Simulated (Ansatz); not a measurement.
Species, as SMILES: O=C=[N], doublet.
Atoms: N1, C2, O3. Bonds: N1-C2, C2-O3.

Basis-set convergence of the harmonic zero-point energy at HF with Ansatz (a first-principles code). Each level at its own minimum, finite differences of forces, unscaled; the reference is a large set that could be run, not a limit. All functions are spherical. The program fits the integrals of some runs and decomposes those of others, by size. Open shells are unrestricted. No added dispersion term, no relativity. Reference: the value in def2-QZVPP, 6.69 kcal/mol. Deviations are taken from unrounded values.

```
basis        functions  harmonic zero-point energy (kcal/mol)
-----------  ---------  -------------------------------------
cc-pVDZ             42                                   6.60
aug-cc-pVDZ         69                                   6.61
def2-SVP            42                                   6.59
def2-SVPD           63                                   6.73
pcseg-1             42                                   6.64
aug-pcseg-1         69                                   6.71
6-311G**            54                                   6.62
6-311+G**           66                                   6.62
cc-pVTZ             90                                   6.68
aug-cc-pVTZ        138                                   6.68
pcseg-2             90                                   6.66
aug-pcseg-2        138                                   6.68
def2-TZVPP          93                                   6.69
def2-TZVPPD        114                                   6.69
```

What the diffuse functions change, pair by pair:
- cc-pVDZ to aug-cc-pVDZ: 27 more functions, deviation -0.09 to -0.08 kcal/mol
- def2-SVP to def2-SVPD: 21 more functions, deviation -0.10 to 0.04 kcal/mol
- pcseg-1 to aug-pcseg-1: 27 more functions, deviation -0.05 to 0.02 kcal/mol
- 6-311G** to 6-311+G**: 12 more functions, deviation -0.06 to -0.07 kcal/mol
- cc-pVTZ to aug-cc-pVTZ: 48 more functions, deviation -0.01 to -0.01 kcal/mol
- pcseg-2 to aug-pcseg-2: 48 more functions, deviation -0.03 to -0.01 kcal/mol
- def2-TZVPP to def2-TZVPPD: 21 more functions, deviation 0.00 to 0.00 kcal/mol

They bring the value nearer the reference by more than 0.01 kcal/mol in 4 of 7 pairs.
